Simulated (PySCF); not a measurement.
Input of a run (PBE0-D3(BJ)/def2-SVP geometry optimisation, gas phase (PySCF 2.14.0)), started from GFN2-xTB:
```
{"job": {"xc": "PBE0", "basis": "def2-SVP", "d3": "d3bj", "grid": 1, "maxiter": 40, "shake": 0.03, "kind": "geom"}, "charge": 0, "multiplicity": 1}
Ge     0.322390    -0.033420     1.935860
H      0.412100     1.265150     2.771480
H      0.275990    -1.134190     2.851110
C     -1.408550     0.063530     1.035740
Ge    -1.439710     0.946160    -0.727630
H     -0.928920     2.387110    -0.523430
H     -2.789280     1.100270    -1.287240
C     -0.209990    -0.003630    -1.955530
Ge     1.183280    -0.984000    -0.960070
H      0.710870    -2.397190    -0.636490
H      2.341070    -1.195830    -1.923410
C      1.755100    -0.046310     0.633910
H     -2.320770     0.571280     1.667480
H     -1.890910    -0.962190     0.914920
H     -0.864670    -0.761110    -2.514610
H      0.175480     0.726210    -2.627550
H      2.605230    -0.505330     1.059250
H      2.014980     0.980420     0.363950
```

Output (energies in Eh, forces in Eh/bohr):
```
step   0  E = -6350.74959553  max force = 0.068073
step   1  E = -6350.77315978  max force = 0.013370
step   2  E = -6350.77477201  max force = 0.006179
step   3  E = -6350.77514509  max force = 0.001017
step   4  E = -6350.77517384  max force = 0.000557
step   5  E = -6350.77519997  max force = 0.000455
step   6  E = -6350.77520652  max force = 0.000447
optimisation converged
```

Task: Summarise the run.

Result: The energy falls by 16.1 kcal/mol over 7 energy and gradient evaluations, the largest force component goes from 0.0681 to 4.5e-04 Eh/bohr, and the atoms move by 0.068 Å rms after alignment. The bond that changes most is C4–H13 (ends: carbon bonded to 2 Ge and 2 H; hydrogen on carbon), which shortens by 0.120 Å. Bonds longer at the end by more than 0.005 Å: 10 of 18; shorter: 6. Among the angles that change most is H13–C4–H14, from 96.5° to 107.3°. Among the dihedrals that turn most is H14–C4–Ge5–C8, from -68° to -57°. The energy never rose by more than 1e-6 Eh on the way. The first step brought 92 % of the lowering.

Task: What are the final bond lengths?

Result: Ge1–H2 1.544 Å, Ge1–H3 1.544 Å, Ge1–C4 1.965 Å, Ge1–C12 1.964 Å, C4–Ge5 1.958 Å, C4–H13 1.100 Å, C4–H14 1.102 Å, Ge5–H6 1.546 Å, Ge5–H7 1.545 Å, Ge5–C8 1.964 Å, C8–Ge9 1.962 Å, C8–H15 1.101 Å, C8–H16 1.101 Å, Ge9–H10 1.546 Å, Ge9–H11 1.545 Å, Ge9–C12 1.958 Å, C12–H17 1.101 Å, C12–H18 1.102 Å. Numbering counts from 1 in the input's order; the species is cyclo-(H2GeCH2)3 (C3H12Ge3).

The run used 198 basis functions and 43 SCF cycles in all. Time: 3.7 min of wall time; peak memory 1.1 GiB. Hardware: an Arm Neoverse V1 with one thread, no GPU, shared host with 32 logical CPUs at a one-minute load of 14.

Not checked by PBE0-D3(BJ)/def2-SVP frequencies. One conformer, not necessarily the lowest.
